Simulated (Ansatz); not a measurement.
Reaction (cleavage of the Si–Si bond): `O[Si]([SiH3])([SiH3])Cl` + `[OH][MgH]` → `[MgH][O][SiH3]` + `O[SiH]([SiH3])Cl`

Calculated with Ansatz (gas phase, PBE0-D4/def2-TZVP geometries, no zero-point term in ΔE). CBS: MP2 limit from def2 TZ/QZ plus the TZ coupled-cluster correction, frozen cores. DFT in def2-TZVPP. B3LYP here is the variant with VWN-RPA as its local correlation; programs differ in this. HSE06 is defined as in plane-wave codes. For Mg outer-core shells are correlated without core-valence functions, which leaves a few kJ/mol of doubt a bond. One conformer a species, not always the lowest.

```tsv
level	ΔE (kJ/mol)	difference from CCSD(T)/CBS
LDA (SPW92)	-97.6	25.7
revPBE-D4	-95.5	27.8
PBE0-D4	-104.6	18.7
r2SCAN0-D4	-120.1	3.2
HSE06-D4	-104.5	18.8
PBE-QIDH	-122.0	1.3
B3LYP	-126.3	-3.0
HSE06	-109.2	14.1
BHLYP	-138.5	-15.2
MP2/def2-SVP	-128.2	-4.9
HF/def2-TZVPP	-156.3	-33.0
SCS-MP2/def2-TZVPP	-137.5	-14.2
HF/def2-QZVPP	-159.0	-35.7
SCS-MP2/def2-QZVPP	-136.6	-13.3
HF/CBS(def2)	-159.4	-36.1
CCSD/CBS(def2)	-127.7	-4.4
CCSD(T)/CBS	-123.3	0
```

Largest T1 diagnostic among the species: 0.013.

The D4 term adds +7.9 kJ/mol with B3LYP and +4.7 kJ/mol with PBE0; it sums over pairs of atoms, weighted by their polarisabilities, and B3LYP, whose exchange is more repulsive, gets the larger term. From r2SCAN to r2SCAN0 (25 % exact exchange), in def2-TZVPP and without D4, ΔE moves by −4.6 kJ/mol.
